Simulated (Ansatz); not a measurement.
Job for Ansatz (a quantum-chemistry and plane-wave program): R-PBE0/def2-TZVPPD on BH3 (SMILES B). Files ending in .json are basis or fitting sets from the Basis Set Exchange.

Ansatz 0.2 input:
```yaml
crystal:
  periodic: [false, false, false]
  atoms:
    - {symbol: B, position_ang: [0.14918511, 0.22652032, 1.09459427]}
    - {symbol: H, position_ang: [1.28059298, 0.51303444, 0.80575931]}
    - {symbol: H, position_ang: [-0.68599582, 1.01994754, 0.75031255]}
    - {symbol: H, position_ang: [-0.14383264, -0.93132885, 0.90094488]}
basis:
  gaussian:
    orbitals: def2-TZVPPD.json
hamiltonian:
  xc: {name: PBE0}
scf: {lower_state_search: off}
```

Output:

```
WARN ansatz: RAYON_NUM_THREADS=2 ignored (pool sized by the plan → 2); use --threads N
Functional definition: PBE0
these checks for a lower state are left out or cut short: stability, starts, cluster_reference, orbital_swaps, neighbouring_geometries, increment
integrals: 0.01 GiB planned
342 factors; their error is unknown
mean field: 0.15 GiB planned
mean field evaluation 1: about -721.7423 eV, gradient 1.5e1 eV
mean field evaluation 2: about -722.2581 eV, gradient 8.1e0 eV
mean field evaluation 4: about -722.4729 eV, gradient 1.6e-1 eV
mean field evaluation 8: about -722.4643 eV, gradient 2.8e-2 eV
mean field -722.46429812 eV, -26.5500732520 hartree, gradient 2.9e-6 eV, S^2 0.000000; 0 other end points of the search recorded, 0 dependent functions left out
reference -722.46432401 eV, -26.5500742034 hartree; 4, 4 occupied and 84, 84 virtual orbitals, 342 factors
Total energy: -722.46432401 eV, -26.5500742034 hartree
Checks for a lower state left out: stability, starts, cluster_reference, orbital_swaps, neighbouring_geometries, increment
```

Self-consistency was reached.

Cost: about 0.8 core-seconds (a rough figure).
